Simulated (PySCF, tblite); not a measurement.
Compound: C5H6F2O.
Atom-mapped SMILES: `[F:1][C:2]1=[CH:3][C@@H:4]([F:5])[CH2:6][CH2:7][O:8]1` (hydrogens: H9 on C3; H10 on C4; H11, H12 on C6; H13, H14 on C7)

Structure used (GFN2-xTB), in Å, numbered top down from 1:
```
atom  x, y, z in Å
F1     2.7534    1.0046    0.1871
C2     1.4957    0.5567    0.1216
C3     1.2105   -0.7344    0.2480
C4    -0.2014   -1.2017    0.0895
F5    -0.7581   -1.4898    1.3339
C6    -1.0434   -0.1197   -0.5830
C7    -0.7167    1.2254    0.0584
O8     0.6519    1.5661   -0.1114
H9     1.9849   -1.4458    0.4680
H10   -0.2450   -2.1474   -0.4646
H11   -2.1021   -0.3411   -0.4541
H12   -0.8070   -0.0956   -1.6474
H13   -0.9447    1.1817    1.1309
H14   -1.2787    2.0406   -0.3992
```

Method: CAM-B3LYP/def2-SVPD in PySCF (dipole) on a GFN2-xTB geometry, gas phase.

Masses are those of the commonest isotopes; rigid-rotor values at the optimised geometry. The values belong to one conformer with, in the numbering `[F:1][C:2]1=[CH:3][C@@H:4]([F:5])[CH2:6][CH2:7][O:8]1`, C2–C3–C4–F5 -104°, C3–C4–C6–C7 -45°, C4–C6–C7–O8 61°, C6–C7–O8–C2 -44°.

Problem. Give the principal moments of inertia and the rotational constants in cm⁻¹.

Solution. Ia = 143.42, Ib = 293.25, Ic = 384.31 u·Å²; 505379 MHz·u·Å²/I gives 3524, 1723 and 1315 MHz, that is A = 0.11754, B = 0.05749, C = 0.04386 cm⁻¹.

Problem. What kind of rotor is it?

Solution. An asymmetric top; Ray's κ = -0.630.

Problem. What does the inertial defect say?

Solution. Not planar: Δ = Ic − Ia − Ib = -52.36 u·Å². For a rigid frame Δ = −2 Σ m c², so Σ m c² = 26.18 u·Å² lies off the ab plane: 6.97 from hydrogen and 19.21 from heavier atoms. The atom farthest from that plane is 1.68 Å away.

Problem. Give the other two planar moments, Paa and Pbb, and the rms extents of the mass along the axes.

Solution. Paa = Σ m a² = (Ib + Ic − Ia)/2 = 267.07 and Pbb = Σ m b² = (Ia + Ic − Ib)/2 = 117.24 u·Å². With the mass M = 120.04 u, the rms extents √(P/M) along a, b and c are 1.49, 0.99, 0.47 Å.

Problem. Which lines would a microwave search look for?

Solution. The dipole components are |μa| = 1.40 D, |μb| = 1.39 D, |μc| = 1.45 D. Intensities carry the squares of the components, which stand as 0.94 : 0.92 : 1.00 (a : b : c). Some lines, for components of 0.1 D or more:

```csv
type,branch,"J(Ka,Kc)",MHz,lower level (cm⁻¹)
c,Q,"1(1,1) ← 1(0,1)",1800,0.101
b,Q,"1(1,0) ← 1(0,1)",2209,0.101
b,Q,"2(1,1) ← 2(0,2)",2679,0.302
a,R,"1(0,1) ← 0(0,0)",3038,0.000
b,R,"2(0,2) ← 1(1,1)",4215,0.161
b,R,"1(1,1) ← 0(0,0)",4839,0.000
c,Q,"2(2,1) ← 2(1,1)",5401,0.391
b,Q,"2(2,0) ← 2(1,1)",5463,0.391
a,R,"2(1,2) ← 1(1,1)",5668,0.161
a,R,"2(1,1) ← 1(1,0)",6485,0.175
b,Q,"2(2,1) ← 2(1,2)",6626,0.350
c,R,"2(1,1) ← 1(0,1)",8694,0.101
b,R,"2(2,1) ← 1(1,0)",11886,0.175
c,R,"2(2,0) ← 1(1,0)",11948,0.175
c,R,"2(2,1) ← 1(1,1)",12295,0.161
```

Problem. Estimate the classical rotational partition function at 10 K, 50 K and 298.15 K.

Solution. Point group C1, symmetry number σ = 1; q = (√π/σ)·√((kT/h)³/(ABC)), k/h = 20836.6 MHz/K: 1890 at 10 K, 21100 at 50 K, 307000 at 298.15 K.

Its GFN2-xTB frequencies are all real (lowest 104 cm⁻¹). No vibrational averaging or centrifugal distortion is included, and the geometry carries the error of its method.
